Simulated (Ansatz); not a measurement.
Ansatz (a program for electronic structure) input (PBE/6-31G*):

Ansatz 0.2 input:
```yaml
crystal:
  periodic: [false, false, false]
  atoms:
    - {symbol: S, position_ang: [-0.04999100, -0.01908400, -0.41466600]}
    - {symbol: C, position_ang: [-0.07168400, -0.01278000, 1.22690300]}
    - {symbol: H, position_ang: [1.22996700, 0.38202400, -0.72676100]}
basis:
  gaussian:
    orbitals: 6-31G*
hamiltonian:
  xc: {name: PBE}
magnetization: {spin_polarized: true, initial_magnetization: 1}
relax: {f_tol: 0.003, max_steps: 120}
```

From the output:

```
mean field evaluation 16: about -11877.6027 eV, gradient 2.2e-5 eV
mean field -11877.60272622 eV, -436.4938492604 hartree, gradient 2.2e-5 eV, S^2 0.755553; 0 other end points of the search recorded, 0 dependent functions left out
the calculation of the forces begins
reference -11877.60274843 eV, -436.4938500766 hartree; 12, 11 occupied and 24, 25 virtual orbitals, 417 factors
relax step   1: F+E_penalty+E_count = -11877.60272622 eV  Δ(F+E_penalty+E_count) = +0.000e0 eV  max|allowed force component| = 1.017e0 eV/Å  Δτ_max = 0.0000 Å  (32 SCF iters, accepted)
these checks for a lower state are left out or cut short: starts, cluster_reference, orbital_swaps, neighbouring_geometries, increment
integrals: 0.01 GiB planned
417 factors; their error is unknown
mean field: 0.08 GiB planned
mean field -11877.62513543 eV, -436.4946727837 hartree, gradient 9.8e-6 eV, S^2 0.755788; 0 other end points of the search recorded, 0 dependent functions left out
the calculation of the forces begins
reference -11877.62515783 eV, -436.4946736067 hartree; 12, 11 occupied and 24, 25 virtual orbitals, 417 factors
relax step   2: F+E_penalty+E_count = -11877.62513543 eV  Δ(F+E_penalty+E_count) = -2.241e-2 eV  max|allowed force component| = 4.802e-1 eV/Å  Δτ_max = 0.0296 Å  (33 SCF iters, accepted)
these checks for a lower state are left out or cut short: starts, cluster_reference, orbital_swaps, neighbouring_geometries, increment
integrals: 0.01 GiB planned
417 factors; their error is unknown
mean field: 0.08 GiB planned
mean field evaluation 32: about -11877.6308 eV, gradient 4.8e-5 eV
mean field -11877.63081651 eV, -436.4948815595 hartree, gradient 8.1e-6 eV, S^2 0.756013; 0 other end points of the search recorded, 0 dependent functions left out
the calculation of the forces begins
reference -11877.63083902 eV, -436.4948823866 hartree; 12, 11 occupied and 24, 25 virtual orbitals, 417 factors
relax step   3: F+E_penalty+E_count = -11877.63081651 eV  Δ(F+E_penalty+E_count) = -5.681e-3 eV  max|allowed force component| = 6.804e-2 eV/Å  Δτ_max = 0.0198 Å  (34 SCF iters, accepted)
these checks for a lower state are left out or cut short: starts, cluster_reference, orbital_swaps, neighbouring_geometries, increment
integrals: 0.01 GiB planned
417 factors; their error is unknown
mean field: 0.08 GiB planned
mean field -11877.63093185 eV, -436.4948857982 hartree, gradient 1.9e-5 eV, S^2 0.756029; 0 other end points of the search recorded, 0 dependent functions left out
the calculation of the forces begins
reference -11877.63095434 eV, -436.4948866245 hartree; 12, 11 occupied and 24, 25 virtual orbitals, 417 factors
relax step   4: F+E_penalty+E_count = -11877.63093185 eV  Δ(F+E_penalty+E_count) = -1.153e-4 eV  max|allowed force component| = 1.923e-2 eV/Å  Δτ_max = 0.0037 Å  (27 SCF iters, accepted)
these checks for a lower state are left out or cut short: starts, cluster_reference, orbital_swaps, neighbouring_geometries, increment
integrals: 0.01 GiB planned
417 factors; their error is unknown
mean field: 0.08 GiB planned
mean field -11877.63094407 eV, -436.4948862472 hartree, gradient 1.4e-5 eV, S^2 0.756020; 0 other end points of the search recorded, 0 dependent functions left out
the calculation of the forces begins
reference -11877.63096655 eV, -436.4948870735 hartree; 12, 11 occupied and 24, 25 virtual orbitals, 417 factors
relax step   5: F+E_penalty+E_count = -11877.63094407 eV  Δ(F+E_penalty+E_count) = -1.222e-5 eV  max|allowed force component| = 3.110e-4 eV/Å  Δτ_max = 0.0008 Å  (26 SCF iters, accepted)
integrals: 0.01 GiB planned
417 factors; their error is unknown
mean field: 0.08 GiB planned
mean field evaluation 64: about -11877.6309 eV, gradient 1.8e-3 eV
mean field -11877.63094407 eV, -436.4948862472 hartree, gradient 1.4e-5 eV, S^2 0.756020; 1 other end points of the search recorded, 0 dependent functions left out
the calculation of the forces begins
reference -11877.63096655 eV, -436.4948870735 hartree; 12, 11 occupied and 24, 25 virtual orbitals, 417 factors
Total energy: -11877.63096655 eV, -436.4948870735 hartree
Atom 0 at    -0.044066    -0.017166    -0.408476 Å, force     0.000311     0.000096    -0.000223 eV/Å
Atom 1 at    -0.099908    -0.021404     1.261329 Å, force    -0.000085    -0.000025     0.000258 eV/Å
Atom 2 at     1.252266     0.388730    -0.767377 Å, force    -0.000226    -0.000071    -0.000035 eV/Å
Dipole moment:     0.217985     0.065306    -0.428479 e Å
```

The geometry given is a B3LYP-D3(BJ)/def2-TZVP minimum.
